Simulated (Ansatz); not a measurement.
`COCN[SiH3]` + H₂O → `OCN[SiH3]` + CH₃OH  (formal hydrolysis of a C–O bond)

Program: Ansatz. Geometries: PBE0-D4/def2-TZVP. ΔE: electronic, gas phase. CCSD(T)/CBS is the MP2 limit (def2-TZVPP, def2-QZVPP) plus CCSD(T) − MP2 in def2-TZVPP, frozen cores. This one scheme is used for every species. DFT in def2-TZVPP. HSE06 is defined as in plane-wave codes. Each species was taken in one conformer, which may not be the lowest.

| species | HSE06 energy (Eh) |
| --- | --- |
| `COCN[SiH3]` | -500.80179 |
| H₂O | -76.37727 |
| `OCN[SiH3]` | -461.54129 |
| CH₃OH | -115.63382 |

Q: Work out ΔE.

A: ΔE = (-461.54129) + (-115.63382) − (-500.80179) − (-76.37727) = 0.00395 Eh = +10.4 kJ/mol. CCSD(T)/CBS gives +19.1 kJ/mol.

Largest T1 diagnostic among the species: 0.011.

Leaving LDA and LC-ωPBE aside and taking each functional with its dispersion term where it has one, the values, not all of them listed here, spread over 5.1 kJ/mol, from B2PLYP to revPBE-D4. LDA lies +7.8 kJ/mol from PBE without D4. The D4 term adds +8.0 kJ/mol with B3LYP and +4.6 kJ/mol with PBE0; it sums over pairs of atoms, weighted by their polarisabilities, and B3LYP, whose exchange is more repulsive, gets the larger term.

B3LYP here is the variant with VWN-RPA as its local correlation; programs differ in this.
